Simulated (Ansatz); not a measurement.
**Molecular dynamics of H9NOSi3**

The input (input.yaml):

```yaml
crystal:
  periodic: [false, false, false]
  atoms:
    - { symbol: "N", position_ang: [-1.544038, 1.986682, 0.509876] }
    - { symbol: Si, position_ang: [-1.116924, 0.318906, 0.756648] }
    - { symbol: O, position_ang: [0.125709, 0.006435, 1.939289] }
    - { symbol: Si, position_ang: [0.004052, -0.140141, -1.241363] }
    - { symbol: Si, position_ang: [1.843311, -1.601671, -0.978455] }
    - { symbol: H, position_ang: [-1.107279, 2.606538, -0.16005] }
    - { symbol: H, position_ang: [-2.345166, 2.401671, 0.971154] }
    - { symbol: H, position_ang: [-2.345261, -0.381584, 1.208286] }
    - { symbol: H, position_ang: [-0.137223, -0.141971, 2.85031] }
    - { symbol: H, position_ang: [0.421505, 1.288679, -1.665973] }
    - { symbol: H, position_ang: [-0.954928, -0.607434, -2.2952] }
    - { symbol: H, position_ang: [3.181012, -0.908281, -1.480682] }
    - { symbol: H, position_ang: [2.015786, -1.944988, 0.561922] }
    - { symbol: H, position_ang: [1.69202, -2.906587, -1.763854] }
basis:
  gaussian: { orbitals: "6-31G" }
hamiltonian:
  xc: lda
md:
  timestep: 0.5
  n_steps: 150
  ensemble: nvt_langevin
  temperature: 500.0
  initial_velocities: maxwell_boltzmann
  seed: 10636
  friction: 0.02
```

Launched with:

```bash
$ ansatz run input.yaml --threads 1 --pin off --max-ram 2048MiB --backend cpu --events-out ev --progress --plain --runs-dir out
```

It goes on from the last frame of an earlier run, with new velocities.

Output, in part (one step line in 6, the closing report, with atoms numbered from 0):

```
md step     0: t =     0.00 fs  T =   464.3 K  F+E_penalty+E_count = -27189.33734456 eV  E_kin = 0.840190 eV  (27 SCF iters)
md step     6: t =     3.00 fs  T =   338.7 K  F+E_penalty+E_count = -27189.14127678 eV  E_kin = 0.612909 eV  (27 SCF iters)
md step    12: t =     6.00 fs  T =   349.1 K  F+E_penalty+E_count = -27189.20272413 eV  E_kin = 0.631672 eV  (27 SCF iters)
md step    18: t =     9.00 fs  T =   385.1 K  F+E_penalty+E_count = -27189.13268214 eV  E_kin = 0.696844 eV  (27 SCF iters)
md step    24: t =    12.00 fs  T =   361.9 K  F+E_penalty+E_count = -27188.95585290 eV  E_kin = 0.654996 eV  (27 SCF iters)
md step    30: t =    15.00 fs  T =   406.8 K  F+E_penalty+E_count = -27189.06475931 eV  E_kin = 0.736164 eV  (28 SCF iters)
md step    36: t =    18.00 fs  T =   449.2 K  F+E_penalty+E_count = -27189.09193533 eV  E_kin = 0.812859 eV  (27 SCF iters)
md step    42: t =    21.00 fs  T =   291.1 K  F+E_penalty+E_count = -27188.81586077 eV  E_kin = 0.526724 eV  (28 SCF iters)
md step    48: t =    24.00 fs  T =   286.8 K  F+E_penalty+E_count = -27188.86026100 eV  E_kin = 0.518991 eV  (28 SCF iters)
md step    54: t =    27.00 fs  T =   377.1 K  F+E_penalty+E_count = -27188.96376733 eV  E_kin = 0.682333 eV  (27 SCF iters)
md step    60: t =    30.00 fs  T =   308.5 K  F+E_penalty+E_count = -27188.93253662 eV  E_kin = 0.558218 eV  (28 SCF iters)
md step    66: t =    33.00 fs  T =   343.2 K  F+E_penalty+E_count = -27188.93778279 eV  E_kin = 0.621117 eV  (27 SCF iters)
md step    72: t =    36.00 fs  T =   363.7 K  F+E_penalty+E_count = -27188.88344549 eV  E_kin = 0.658202 eV  (27 SCF iters)
md step    78: t =    39.00 fs  T =   492.2 K  F+E_penalty+E_count = -27188.95680241 eV  E_kin = 0.890747 eV  (28 SCF iters)
md step    84: t =    42.00 fs  T =   524.2 K  F+E_penalty+E_count = -27189.00227590 eV  E_kin = 0.948570 eV  (27 SCF iters)
md step    90: t =    45.00 fs  T =   467.1 K  F+E_penalty+E_count = -27188.85627443 eV  E_kin = 0.845294 eV  (27 SCF iters)
md step    96: t =    48.00 fs  T =   573.4 K  F+E_penalty+E_count = -27188.86057131 eV  E_kin = 1.037711 eV  (27 SCF iters)
md step   102: t =    51.00 fs  T =   516.6 K  F+E_penalty+E_count = -27188.80790044 eV  E_kin = 0.934816 eV  (27 SCF iters)
md step   108: t =    54.00 fs  T =   496.4 K  F+E_penalty+E_count = -27188.84130613 eV  E_kin = 0.898324 eV  (27 SCF iters)
md step   114: t =    57.00 fs  T =   440.5 K  F+E_penalty+E_count = -27188.79396137 eV  E_kin = 0.797116 eV  (27 SCF iters)
md step   120: t =    60.00 fs  T =   388.4 K  F+E_penalty+E_count = -27188.75413128 eV  E_kin = 0.702799 eV  (28 SCF iters)
md step   126: t =    63.00 fs  T =   335.5 K  F+E_penalty+E_count = -27188.71118568 eV  E_kin = 0.607208 eV  (28 SCF iters)
md step   132: t =    66.00 fs  T =   380.8 K  F+E_penalty+E_count = -27188.72529944 eV  E_kin = 0.689071 eV  (28 SCF iters)
md step   138: t =    69.00 fs  T =   420.3 K  F+E_penalty+E_count = -27188.77071458 eV  E_kin = 0.760513 eV  (28 SCF iters)
md step   144: t =    72.00 fs  T =   516.2 K  F+E_penalty+E_count = -27188.93393056 eV  E_kin = 0.934170 eV  (27 SCF iters)
md step   150: t =    75.00 fs  T =   579.5 K  F+E_penalty+E_count = -27188.91436241 eV  E_kin = 1.048667 eV  (28 SCF iters)
Total energy: -27188.91440569 eV, -999.1741751009 hartree
Atom 0 at    -1.803524     2.005756     0.396971 Å, force    -1.498945    -1.277840     1.102032 eV/Å
Atom 1 at    -1.001248     0.473853     0.746672 Å, force     0.234090    -0.794310     0.650734 eV/Å
Atom 2 at     0.360096     0.173028     1.857771 Å, force    -1.070475    -0.146937    -3.003985 eV/Å
Atom 3 at    -0.032361    -0.146767    -1.293034 Å, force     1.250694     0.092982     0.765230 eV/Å
Atom 4 at     1.666668    -1.773237    -0.933904 Å, force     0.613481     0.522676    -0.445107 eV/Å
Atom 5 at    -1.391888     2.860901     0.152510 Å, force     1.170755     1.544649    -0.765855 eV/Å
Atom 6 at    -2.817160     2.121678     0.584396 Å, force     0.674513    -0.286260     0.140404 eV/Å
Atom 7 at    -2.196334    -0.327776     1.336827 Å, force     0.314530     0.191376    -0.352204 eV/Å
Atom 8 at     0.501187     0.471890     2.737405 Å, force     0.079155     0.787150     2.111087 eV/Å
Atom 9 at     0.780103     1.085391    -1.650091 Å, force    -0.165592     0.227299    -0.132678 eV/Å
Atom 10 at    -1.104406    -0.323246    -2.289883 Å, force    -0.398841    -0.219459    -0.576214 eV/Å
Atom 11 at     3.147320    -1.727825    -1.485284 Å, force    -0.995077     0.153751    -0.197714 eV/Å
Atom 12 at     1.951905    -1.629872     0.503212 Å, force    -0.050479     0.021117     0.859363 eV/Å
Atom 13 at     1.086784    -3.106466    -1.167090 Å, force    -0.157808    -0.816194    -0.155093 eV/Å
Dipole moment:    -0.405224     0.526815     0.256591 e Å
```

All steps were run. A run of 0.075 ps of so small a system gives no equilibrium averages. Limits of this set-up: no polarisation functions.

The same pairs are bonded in the first frame and the last. Pairs count as bonded within 1.25 times the sum of covalent radii (0.12 Å more for H–H).

Last frame:

```xyz
14
Properties=species:S:1:pos:R:3
N -1.804 2.006 0.397
Si -1.001 0.474 0.747
O 0.360 0.173 1.858
Si -0.032 -0.147 -1.293
Si 1.667 -1.773 -0.934
H -1.392 2.861 0.152
H -2.817 2.122 0.584
H -2.196 -0.328 1.337
H 0.501 0.472 2.737
H 0.780 1.085 -1.650
H -1.104 -0.323 -2.290
H 3.147 -1.728 -1.485
H 1.952 -1.630 0.503
H 1.087 -3.107 -1.167
```

The run took 9.4 min on 1 thread of Arm Neoverse V1 (shared host), peak memory 0.13 GiB.
